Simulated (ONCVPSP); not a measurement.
## europium (Eu): one change to an ONCV potential, before and after

Eu (Z = 63), optimised norm-conserving Vanderbilt (ONCV), made with ONCVPSP 4.0.1 (PBE, scalar-relativistic). Core [Kr] 4d10 4f6, reference 5s2 5p6 5d1 6s2. Waves: 5s+6s: rc 2.40 bohr, ncon 4, nbas 7, qcut 5.8 1/bohr, 2 projectors; 5p: rc 2.35 bohr, ncon 4, nbas 8, qcut 6 1/bohr, 2 projectors, debl 1.1 Ha; 5d: rc 3.40 bohr, ncon 3, nbas 8, qcut 5.5 1/bohr, 2 projectors, debl 0.4 Ha. Local part: polynomial inside 2.00 bohr (lpopt 3, dvloc0 2 Ha). Core correction: polynomial model core, fcfact 0.3.

Change: p: qcut 6.8.

Cutoffs: the cutoffs (Ha) at which the residual kinetic energy of the hardest occupied pseudo-wave falls to 1 and 0.1 mHa per electron; they do not see the model core or the augmentation charge, which bear on the density cutoff. Errors are all-electron minus pseudo energies relative to the spin-unpolarised reference configuration.

Problem. Predict the effect on cutoff, ghosts and configuration errors.

Solution. The potential gets harder (9.8 Ha and 12 Ha → 10 Ha and 15 Ha); the errors of the 3 common tests hardly move; neither file shows a bound ghost. The waves are optimised to have the least kinetic energy above qcut, so the cutoff follows it (qcut²/2 in Ha).

| quantity | base | changed |
| --- | --- | --- |
| cutoff, loose | 9.8 Ha | 10 Ha |
| cutoff, tight | 12 Ha | 15 Ha |
| loose cutoff by channel | s 9.8 Ha, p 6.9 Ha, d 7.3 Ha | s 9.8 Ha, p 10 Ha, d 7.3 Ha |
| bound ghosts | none | none |
| GHOST(+) flags under 300 eV | none | none |
| tests counted as reliable (solved cleanly; for ONCVPSP, near-neutral configurations with less than one 5d electron left out) | 3 of 4 | 3 of 4 |
| error for 5s2 5p6 5d1 6s1, meV [ΔE 6.55 eV] | -4.5 | -4.6 |
| error for 5s2 5p6 5d1 6s0, meV [ΔE 18.48 eV] | -25 | -26 |
| error for 5s2 5p6 5d1 6s1.5, meV [ΔE 2.64 eV] | -1.2 | -1.2 |
| s: phases at 2.44 bohr within 0.05 rad from the reference energy up to (Ha; the scan ends near 5) | 4.0 | 4.0 |
| p: phases at 2.39 bohr within 0.05 rad from the reference energy up to (Ha; the scan ends near 5) | to the end of the scan | to the end of the scan |
| d: phases at 3.45 bohr within 0.05 rad from the reference energy up to (Ha; the scan ends near 5) | 3.1 | 3.1 |
| rms error of d²Exc/dni dnj with the model core, mHa | 0.91 | 0.95 |
